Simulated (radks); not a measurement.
Species: La4+. Configuration: [Kr] 4d10 5s2 5p5 (the NIST ground configuration). Method: scalar-relativistic Kohn-Sham, r2SCAN, spin-polarised, spherical densities, finite nucleus; open shells are filled with parallel spins first (spin-orbit coupling, left out, can overturn this in heavy ions); meta-GGA in the generalised Kohn-Sham scheme; Fermi nuclear charge, rms radius 4.855 fm; computed with a radial shooting solver on a logarithmic mesh with Libxc functionals.

Local quantities along the radius. ELF = 1/(1 + alpha^2) is the electron localisation function; alpha = (tau - tau_W)/tau_unif compares the Pauli kinetic energy density with that of the uniform gas (summed over spins); s = |grad rho|/(2 (3 pi^2)^(1/3) rho^(4/3)) is the reduced gradient; -r V(r) is the screened charge that the Kohn-Sham potential of spin up presents (atomic units); 4 pi r^2 rho is in e/bohr. tau is taken from the large components.

| r (bohr) | ELF | alpha | s | -r V(r) | 4 pi r^2 rho |
|---|---|---|---|---|---|
| 0.00202 | 0.999 | 0.02581 | 0.6059 | 56.44 | 8.275 |
| 0.002673 | 0.999 | 0.02820 | 0.5642 | 56.24 | 12.78 |
| 0.003508 | 0.999 | 0.03203 | 0.5395 | 55.99 | 19.05 |
| 0.004642 | 0.999 | 0.03849 | 0.5289 | 55.65 | 27.84 |
| 0.006093 | 0.998 | 0.04904 | 0.5325 | 55.22 | 38.69 |
| 0.008062 | 0.995 | 0.06828 | 0.5513 | 54.65 | 51.48 |
| 0.01067 | 0.989 | 0.1054 | 0.5869 | 53.91 | 63.88 |
| 0.014 | 0.968 | 0.1809 | 0.6380 | 53.02 | 72.48 |
| 0.01853 | 0.887 | 0.3575 | 0.6987 | 51.86 | 74.73 |
| 0.02451 | 0.638 | 0.7539 | 0.7235 | 50.33 | 70.39 |
| 0.03217 | 0.365 | 1.318 | 0.6139 | 48.50 | 65.72 |
| 0.04257 | 0.355 | 1.349 | 0.3765 | 46.38 | 69.99 |
| 0.05632 | 0.591 | 0.8310 | 0.2808 | 43.92 | 85.66 |
| 0.07393 | 0.746 | 0.5839 | 0.3608 | 41.04 | 97.80 |
| 0.09782 | 0.647 | 0.7391 | 0.4882 | 37.62 | 90.17 |
| 0.1284 | 0.361 | 1.330 | 0.4504 | 33.87 | 73.57 |
| 0.1699 | 0.437 | 1.135 | 0.2258 | 29.92 | 75.37 |
| 0.2248 | 0.728 | 0.6117 | 0.3027 | 25.93 | 84.22 |
| 0.295 | 0.693 | 0.6663 | 0.5627 | 21.96 | 63.35 |
| 0.3904 | 0.223 | 1.868 | 0.6102 | 17.91 | 33.09 |
| 0.5165 | 0.478 | 1.045 | 0.1700 | 14.62 | 31.82 |
| 0.678 | 0.769 | 0.5480 | 0.3861 | 11.59 | 33.09 |
| 0.8971 | 0.528 | 0.9462 | 0.6978 | 8.882 | 19.07 |
| 1.187 | 0.274 | 1.629 | 0.6248 | 7.090 | 9.398 |
| 1.558 | 0.670 | 0.7012 | 0.5845 | 6.048 | 6.699 |
| 2.061 | 0.799 | 0.5023 | 1.132 | 5.351 | 3.364 |
| 2.706 | 0.493 | 1.013 | 2.575 | 4.657 | 0.8051 |
| 3.58 | 0.045 | 4.604 | 7.690 | 4.018 | 0.06869 |
| 4.737 | 0.000 | 46.42 | 32.99 | 4.067 | 0.001725 |

On this mesh the ELF has minima near r = 0.037, 0.15, 0.45, 1.2 bohr, which separate the shells, and maxima near 0.074 (0.75), 0.26 (0.76), 0.68 (0.77), 2.1 (0.80).

Self-consistent cycle (total energy in hartree, residual of the potential): 1: -8481.895511, 1e+01; 2: -8488.188921, 6e+00; 3: -8490.700978, 6e-01; 4: -8490.792836, 2e-01; 5: -8490.798756, 1e-02; 6: -8490.799894, 1e-03; 7: -8490.799948, 4e-04; 8: -8490.799946, 2e-05; 9: -8490.799946, 4e-06.
